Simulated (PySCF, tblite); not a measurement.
Isomers of C6H9O (doublet state). Calculated harmonic vibrations of the isolated species, GFN2-xTB (tblite), most abundant isotopes, no scaling. The method is semi-empirical: single wavenumbers can be off by several per cent or more. One conformer each. Open shells enter through the occupations alone, without spin polarisation, and single modes of such species can be off by tens of per cent.

Electronic energies: B3LYP/pcH-1 single points on the GFN2-xTB geometries (PySCF, gas phase).

| SMILES | electronic energy, lowest = 0 (kJ/mol) |
| --- | --- |
| C[C@@H]1CC[CH]C1=O | 0.0 |
| [H]/[C]=C\C(=O)C(C)C | 152.0 |
| C=C/C(C)=[C]\OC | 234.9 |
| [CH2]OC=C1CCC1 | 225.0 |

**Question.** How do GFN2-xTB zero-point energies change the relative energies?

**Answer.** 
```tsv
SMILES	ZPE (kJ/mol)	of it from modes above 1550 cm⁻¹	electronic (kJ/mol)	with ZPE, lowest = 0 (kJ/mol)	lowest mode (cm⁻¹)	rings
C[C@@H]1CC[CH]C1=O	350.0	171.1	0.0	0.0	89	1
[H]/[C]=C\C(=O)C(C)C	341.1	184.3	152.0	143.1	46	0
[CH2]OC=C1CCC1	342.7	173.2	225.0	217.7	63	1
C=C/C(C)=[C]\OC	340.0	182.9	234.9	224.9	90	0
```

The zero-point energies span 10.0 kJ/mol, from `C=C/C(C)=[C]\OC` to `C[C@@H]1CC[CH]C1=O`. The order is unchanged.

**Question.** And how do the electronic energies of GFN2-xTB itself compare?

**Answer.** `C[C@@H]1CC[CH]C1=O` 0.0; `[H]/[C]=C\C(=O)C(C)C` 210.0; `[CH2]OC=C1CCC1` 156.8; `C=C/C(C)=[C]\OC` 236.5 kJ/mol, lowest = 0. Against the energies above, taken from the same isomer `C[C@@H]1CC[CH]C1=O`, the largest difference is 68.2 kJ/mol.

**Question.** What do entropy and thermal enthalpy add at 298.15 K and 1 bar (rigid rotor, harmonic oscillator, one conformer each)?

**Answer.** 
| SMILES | point group | symmetry number | S (J/(mol K)) | H − H(0) (kJ/mol) | ZPE + H − H(0) − TS (kJ/mol) |
| --- | --- | --- | --- | --- | --- |
| C[C@@H]1CC[CH]C1=O | C1 | 1 | 349.2 | 21.06 | 266.9 |
| [H]/[C]=C\C(=O)C(C)C | C1 | 1 | 385.2 | 25.36 | 251.6 |
| C=C/C(C)=[C]\OC | C1 | 1 | 382.1 | 25.51 | 251.6 |

S holds R ln(2S + 1) for the spin.

Not tabulated: `[CH2]OC=C1CCC1` (point group not settled).
